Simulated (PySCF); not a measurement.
Species: C4H8BF.
Cartesian coordinates in Å at the PBE0-D3(BJ)/def2-SVP level; atoms count from 1:
```xyz
14
C4H8BF angstrom
C      1.4923   -1.2931   -0.7460
C      0.6363   -0.3162   -0.3996
C      1.0306    1.1335   -0.4309
B     -0.8072   -0.7225    0.0613
C     -1.8881    0.3023    0.5460
F     -1.1196   -2.0226    0.0425
H      1.1867   -2.3433   -0.7161
H      2.5197   -1.0842   -1.0685
H      0.9298    1.5974    0.5644
H      0.3770    1.7114   -1.1059
H      2.0693    1.2741   -0.7660
H     -2.8490   -0.1676    0.7979
H     -2.0606    1.0742   -0.2234
H     -1.5200    0.8476    1.4324
```

Jobs on this species (14 atoms, 46 electrons) with PySCF (density fitting). Hardware of each: an Arm Neoverse N1 with one thread, no GPU (shared host). The host was shared with other jobs, so the times are rough. Peak memory is the resident size of the whole Python process, interpreter and libraries included.

```
                                                                 level and settings                                                          work  basis functions  SCF cycles  wall time  peak memory
     delta-SCF UKS PBE, pcX-2 on the ionised atom, pcseg-1 elsewhere, spin-free X2C                                 ΔSCF core ionisation, 6 holes              155           ?          ?            ?
   delta-SCF UKS B3LYP, pcX-2 on the ionised atom, pcseg-1 elsewhere, spin-free X2C                                 ΔSCF core ionisation, 6 holes              155           ?          ?            ?
delta-SCF UKS SCAN, def2-TZVP on the ionised atom, pcseg-1 elsewhere, spin-free X2C                                 ΔSCF core ionisation, 6 holes              141         109       68 s     0.47 GiB
    delta-SCF UKS SCAN, pcX-2 on the ionised atom, pcseg-1 elsewhere, spin-free X2C                                 ΔSCF core ionisation, 6 holes              155         109       74 s     0.55 GiB
 delta-SCF UKS SCAN, pcX-2 on the ionised atom, pcseg-1 elsewhere, non-relativistic                                 ΔSCF core ionisation, 6 holes              155         108       70 s     0.58 GiB
    delta-SCF UKS PBE0, pcX-2 on the ionised atom, pcseg-1 elsewhere, spin-free X2C                                 ΔSCF core ionisation, 6 holes              155          96       78 s     0.61 GiB
                                                 PBE0-D3(BJ)/def2-SVP, grid level 1  geometry optimisation from a GFN2-xTB start shaken at random              124          59       72 s     0.49 GiB
    delta-SCF UKS SCAN, pcX-1 on the ionised atom, pcseg-1 elsewhere, spin-free X2C                                 ΔSCF core ionisation, 6 holes              134         107       59 s     0.47 GiB
```

Task: Fill in the missing figures.

Result: 
- delta-SCF UKS PBE, pcX-2 on the ionised atom, pcseg-1 elsewhere, spin-free X2C; ΔSCF core ionisation, 6 holes: 44 s, 0.61 GiB, 102 SCF cycles
- delta-SCF UKS B3LYP, pcX-2 on the ionised atom, pcseg-1 elsewhere, spin-free X2C; ΔSCF core ionisation, 6 holes: 81 s, 0.62 GiB, 99 SCF cycles

Task: What do all jobs in the table cost together?

Result: About 9.1 min; the longest takes about 15 % of that, and about 1.8 times as long as the shortest.
